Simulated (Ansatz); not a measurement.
Input file for Ansatz (a first-principles code): R-r2SCAN/def2-TZVPP on C3H6O2 (SMILES COC(C)=O), a point of a torsion scan.

Ansatz 0.2 input:
```yaml
crystal:
  periodic: [false, false, false]
  atoms:
    - {symbol: C, position_ang: [0.63115002, 0.96747426, 1.48258739]}
    - {symbol: O, position_ang: [0.56572495, -0.11737224, 0.57724506]}
    - {symbol: C, position_ang: [-0.42554763, -0.11415788, -0.36265704]}
    - {symbol: C, position_ang: [-1.83457416, -0.05491114, 0.17639478]}
    - {symbol: O, position_ang: [-0.15564435, -0.13655302, -1.52687467]}
    - {symbol: H, position_ang: [-0.24842123, 1.01657392, 2.13228156]}
    - {symbol: H, position_ang: [1.51686170, 0.79082660, 2.08965578]}
    - {symbol: H, position_ang: [0.74207386, 1.91222977, 0.94390433]}
    - {symbol: H, position_ang: [-2.51463580, -0.45634608, -0.56904862]}
    - {symbol: H, position_ang: [-2.10733578, 0.98249850, 0.36558087]}
    - {symbol: H, position_ang: [-1.91551334, -0.61752638, 1.10301388]}
basis:
  gaussian:
    orbitals: def2-TZVPP
hamiltonian:
  xc: {name: r2SCAN}
scf: {lower_state_search: off}
```

### Question
What total energy does the run end on?

### Answer
-268.3351 hartree.

### Question
How many basis functions does it have, and what does it roughly cost on one machine?

### Answer
239 functions; very roughly 6 core-seconds.
